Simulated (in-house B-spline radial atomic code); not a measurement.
## How G0W0 and RPA depend on the start: Se4+

Configuration [Ar] 3d10 4s2. Computed with a B-spline radial code for spherical atoms: all electrons, non-relativistic, point nucleus, each spin shell either full or empty, empty states to l = 9 with an (l + 1/2)⁻⁴ tail; G0W0 by contour deformation at full frequency.

```tsv
start	mean-field 4s (eV)	G0W0 (eV)	QP weight	RPA correlation (Eh)
Hartree-Fock	-64.85	-66.76	0.975	-2.0833
LDA VWN5	-61.25	-67.28	0.956	-2.2868
PBE	-60.79	-67.23	0.956	-2.2821
PBE0	-62.05	-67.09	0.962	-2.2259
r2SCAN	-61.07	-67.18	0.959	-2.2476
HSE06	-61.80	-67.13	0.961	-2.2312
B3LYP (VWN-RPA)	-62.10	-67.15	0.961	-2.2386
SCAN	-61.23	-67.18	0.959	-2.2467
TPSS	-60.68	-67.23	0.957	-2.2724
BHandHLYP	-63.41	?	?	?
CAM-B3LYP	-63.89	-67.08	0.967	-2.2162
LC-wPBE	-65.31	-67.04	0.971	-2.2184
wB97X	-64.93	?	?	?
PBEsol	-60.81	-67.24	0.956	-2.2837
BLYP	-60.92	-67.25	0.956	-2.284
r2SCAN0	-62.29	-67.07	0.964	-2.203
LDA exchange-only	-59.76	-67.30	0.957	-2.2869
```

Q: What G0W0 level, weight and RPA correlation energy follow from the wB97X start?

A: G0W0 level -67.01 eV, weight 0.970, RPA correlation -2.206 hartree.

Q: What G0W0 level, weight and RPA correlation energy follow from the BHandHLYP start?

A: G0W0 level -66.99 eV, weight 0.967, RPA correlation -2.1759 hartree.

Q: How much of the dependence on the start does G0W0 remove?

A: The mean-field levels span 5.55 eV and the G0W0 levels 0.538 eV. Against 68.3 ± 0.1 eV (NIST, semi-empirical) the G0W0 removal energies are off by -1.54 to -1.00 eV, with relativity, Breit and QED terms left out.
